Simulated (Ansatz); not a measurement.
**Match the barriers**

Saddle point of Si$_{2}$H$_{7}$OF, singlet (SiH₄O ([OH][SiH3]) + SiH₃F ([F][SiH3]) → Si₂H₆O ([SiH3][O][SiH3]) + HF; bonds formed: Si1–O7, F2–H6; bonds broken: Si1–F2, H6–O7), PBE0-D4/def2-TZVP structure:

Si1  (-0.834, 0.905, -0.812)
F2  (0.553, 0.639, -2.113)
H3  (-0.618, 2.362, -0.942)
H4  (-1.605, 0.822, 0.487)
H5  (-1.758, 0.218, -1.742)
H6  (0.967, 0.014, -1.056)
O7  (0.513, -0.070, -0.077)
Si8  (0.656, -1.030, 1.293)
H9  (0.511, -0.158, 2.477)
H10  (-0.392, -2.072, 1.264)
H11  (2.007, -1.630, 1.220)
(Å)

Ansatz 0.2.0; basis: def2-TZVPP, with def2-QZVPP for the basis limit; cores frozen in the correlated methods. Extrapolation: Hartree–Fock as exp(−7.88 √X), correlation as X^−2.97. Four methods, as single points on the PBE0-D4 structures, gave these electronic barriers from the start structure: 24.20, 26.47, 31.62, 42.29 kcal/mol.

Problem. The methods were, in alphabetical order, BHLYP-D4, HF, PBE-D4, r2SCAN-D4. Which gave which? (Judge from chemistry; the calculation decides.)

Solution. The calculation gives: PBE-D4 24.20; r2SCAN-D4 26.47; BHLYP-D4 31.62; HF 42.29 kcal/mol. For comparison, CCSD(T) at an estimated basis limit (MP2 extrapolated from triple and quadruple zeta, plus CCSD(T) − MP2 in triple zeta) gives 29.21 kcal/mol.

The T1 diagnostic stays at or below 0.012. The end structure is not quite a true minimum (one mode of 29i cm⁻¹).

The step is the kind of ligand exchange by which a precursor binds to a hydroxyl group, or is hydrolysed, in atomic layer deposition of oxides.

Labels in which every atom is bracketed show which atoms are joined, not bond orders.

For scale, one of the runs: CCSD(T)/def2-TZVPP, 244 basis functions, launched by `ansatz run in.yaml --threads 4 --pin off --events-out ev --progress --plain --max-ram 9574MiB`. Hardware: 4 CPU threads of an Intel Xeon, shared host. Wall time 120 s; peak host memory 4.7 GiB.
